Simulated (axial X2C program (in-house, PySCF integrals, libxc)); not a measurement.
**NSnN²⁺: properties at the nuclei**

Calculated with an in-house all-electron X2C program for linear molecules (integrals from PySCF): two-component X2C with atomic mean-field Coulomb and Gaunt terms, Gaussian nuclei, basis N dyall-av3z, Sn dyall-v3z with contracted cores.

N–Sn–N held linear, with bonds 2.160 and 2.160 Å (near the PBE0 minimum at charge 2 of the determinant lowest at the starting distance; the state shown can have its own minimum elsewhere, held linear; other orders of the atoms were not compared).

Determinant lowest in the PBE0 search, Ω = 2 (⟨Sz⟩ = 2.00, ⟨Lz⟩ = 0.00 at PBE0), spin on the atoms N 0.98, Sn 0.03, N 0.98:

```
level  A∥/gI N (MHz)  qzz N (a.u.)  A∥/gI Sn (MHz)  qzz Sn (a.u.)
 PBE0          -63.9          0.37            -359          -8.56
   HF          -41.1          0.69            -843         -11.38
B3LYP          -56.7          0.36            -329          -8.17
```

Determinant 0.46 eV from it at PBE0 and this distance, Ω = 3 (⟨Sz⟩ = 3.00, ⟨Lz⟩ = 0.00 at PBE0), spin on the atoms N 1.40, Sn 0.21, N 1.40:

```
level  A∥/gI N (MHz)  qzz N (a.u.)  A∥/gI Sn (MHz)  qzz Sn (a.u.)
 PBE0           26.6         -0.04             344          -3.66
   HF           49.6          0.00             144          -3.06
B3LYP           34.5         -0.06             384          -3.59
```

A∥ (defined per Ω) follows by multiplying with gI = μI/(I μN); qzz is the electric field gradient, eQq0 = 234.96 MHz × Q/barn × qzz. The operators were transformed with the bare-nucleus X2C matrices; with these basis sets, hyperfine constants and field gradients can be off by tens of per cent, and where levels differ in sign neither size nor sign is settled.

Problem. With gI(14N) = 0.4038, Q(14N) = 0.02044 barn (g factors from the IAEA table of nuclear moments by Stone; Q from Pyykkö, Mol. Phys. 2018), turn the PBE0 values of the first state into constants in MHz.

Solution. A∥(14N) = -63.9 × 0.4038 = -25.8 MHz; eQq0(14N) = 234.96 × (0.02044) × (0.37) = 1.78 MHz.

The molecule was held linear; bending was not examined, so a bent shape may lie lower.

Each state is one determinant with collinear spin, which with several unpaired electrons need not be a pure state. Unrestricted Hartree–Fock can overshoot spin polarisation at the nuclei. This is the top spin component of a Σ state; components of lower Ω are not single determinants and can lie lower. With several open shells hyperfine constants can be off by a factor of several. Open-shell Ω = 0 determinants with evenly filled partner blocks cannot be reached by this program, so the Ω shown need not be the lowest component. At HF a later determinant lies lower. States lie within half an eV, so the first need not be the ground state. Where a field gradient or hyperfine factor spreads by more than a factor of two over the levels, a constant derived from it is not to be relied on. PBE0 term energies can be off by some tenths of an eV.
